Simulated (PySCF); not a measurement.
```xyz
10

C      1.8150    -0.1825    -0.1487
Ga    -0.0170     0.4414     0.2097
C     -1.7909    -0.3568    -0.0903
Cl    -0.1028     2.4365     1.1113
H      1.8475    -1.2526    -0.3517
H      2.4564     0.0485     0.7017
H      2.2087     0.3501    -1.0168
H     -2.2984    -0.4767     0.8682
H     -1.7255    -1.3262    -0.5833
H     -2.3930     0.3182    -0.7000
```

Charge 0, multiplicity 1.

Task: Give the Mulliken and meta-Löwdin atomic charges from ωB97X-D3(BJ)/def2-TZVP // B3LYP-D3(BJ)/def2-TZVP run with PySCF.

Result: 
| atom | Mulliken (e) | meta-Löwdin (e) |
|---|---|---|
| C1 | -0.54 | -0.57 |
| Ga2 | 0.58 | 0.72 |
| C3 | -0.54 | -0.57 |
| Cl4 | -0.35 | -0.36 |
| H5 | 0.13 | 0.12 |
| H6 | 0.15 | 0.13 |
| H7 | 0.14 | 0.13 |
| H8 | 0.14 | 0.13 |
| H9 | 0.13 | 0.12 |
| H10 | 0.15 | 0.13 |
